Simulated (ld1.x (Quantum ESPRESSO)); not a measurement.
**Reading a pseudo-wave (Tb)**

Columns: radius, all-electron u(r) and pseudo u(r) of the 6s shell (level -6.93 eV) of terbium in the configuration [Xe] 4f8 5d1 6s1.5 6p0; LDA (PZ), scalar-relativistic, TM scheme, ld1.x (Quantum ESPRESSO) 7.5.

```csv
r (bohr),all-electron,pseudo
0.180,0.1207,-0.0115
0.360,-0.1438,-0.0240
0.540,-0.1029,-0.0382
0.720,0.1172,-0.0554
0.900,0.2592,-0.0767
1.080,0.2789,-0.1033
1.260,0.2097,-0.1366
1.440,0.0937,-0.1776
1.620,-0.0379,-0.2265
1.800,-0.1659,-0.2825
1.980,-0.2799,-0.3432
2.160,-0.3756,-0.4049
2.340,-0.4520,-0.4629
2.520,-0.5097,-0.5127
2.700,-0.5506,-0.5511
2.880,-0.5768,-0.5769
3.060,-0.5907,-0.5907
3.240,-0.5942,-0.5942
3.420,-0.5892,-0.5892
3.600,-0.5774,-0.5774
3.780,-0.5603,-0.5603
3.960,-0.5392,-0.5392
4.140,-0.5151,-0.5151
4.320,-0.4890,-0.4890
4.500,-0.4616,-0.4616
4.680,-0.4335,-0.4335
```

Problem. How many radial nodes do the two functions have?

Solution. The all-electron 6s function has n − l − 1 = 5 (the table is too coarse to show those close to the nucleus); the pseudo-wave has 0, since the states of the same l below it are removed with the core.

Problem. At about which radius was the pseudo-wave matched?

Solution. 3.15 bohr. The columns agree to 0.0005 from 2.88 bohr on; several derivatives are matched, so the curves merge somewhat inside the radius.

Problem. Is the pseudo-wave norm-conserving?

Solution. Yes: the TM scheme keeps the norm inside the radius equal to the all-electron one, which fixes the energy derivative of the logarithmic derivative at the level.
